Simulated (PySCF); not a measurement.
Electron correlation in Sb (antimony, neutral)

[Kr] 4d10 5s2 5p2 6s1, high-spin 4P determinant (an excited configuration). Calculation: PySCF 2.14, in aug-cc-pwCVDZ-PP with ECP28MDF (6s5p4d1f, 48 functions); a scalar-relativistic core potential. Frozen: 4s2 4p6 4d10; 5 electrons correlated.

MP2 pair energies summed by pair of shells (mhartree):

```csv
pair,energy,share (%)
5s-5p,-23.62,47.7
5s-5s,-12.10,24.4
5s-6s,-5.17,10.4
5p-6s,-4.81,9.7
5p-5p,-3.85,7.8
```

Total MP2 correlation energy: -49.55 mhartree.

Same-spin part -12.36 and opposite-spin part -37.19 mhartree; SCS-MP2 scales them by 1/3 and 6/5 to -48.74 mhartree.
